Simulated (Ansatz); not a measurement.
Frontier orbitals of C₂H₈B₂O (`BC(B)(C)O`).

```xyz
13

B     1.3230    0.9113   -0.6103
C     0.3143   -0.1980   -0.4046
B     0.0124   -0.1918    1.1370
C    -1.1952    0.1731   -0.2643
O     0.5128   -1.4366   -1.0338
H     2.4406    0.6466   -0.9390
H     1.0115    2.0398   -0.3631
H     0.0839    0.7846    1.8150
H    -0.1598   -1.2731    1.6260
H    -1.7555   -0.5239   -0.8817
H    -1.4075    1.2151   -0.4790
H    -1.6145   -0.0127    0.7755
H     0.4338   -2.1345   -0.3777
```

Total charge 0; spin multiplicity 1. The structure was optimised at the PBE0-D4/def2-TZVP level. It is one conformer, not always the lowest. Basis def2-TZVPP, the Gaussian-basis code of Ansatz.

```csv
functional,HOMO (eV),LUMO (eV),gap (eV)
PBE,-6.44,-1.78,4.66
revPBE,-6.37,-1.67,4.70
r2SCAN,-6.72,-1.39,5.33
PBE0,-7.87,-0.82,7.05
r2SCANh,-7.26,-1.06,6.20
r2SCAN0,-8.04,-0.58,7.46
BHLYP,-9.10,0.13,9.23
ωB97M-V,-10.18,0.98,11.16
```

Against PBE, PBE0 changes HOMO and LUMO by −1.43 and +0.96 eV, ωB97M-V by −3.73 and +2.76 eV. A gap of 4.67 eV thus becomes 11.16 eV for the same molecule, so an orbital gap means little without its functional. A positive LUMO is unbound and depends on the basis.
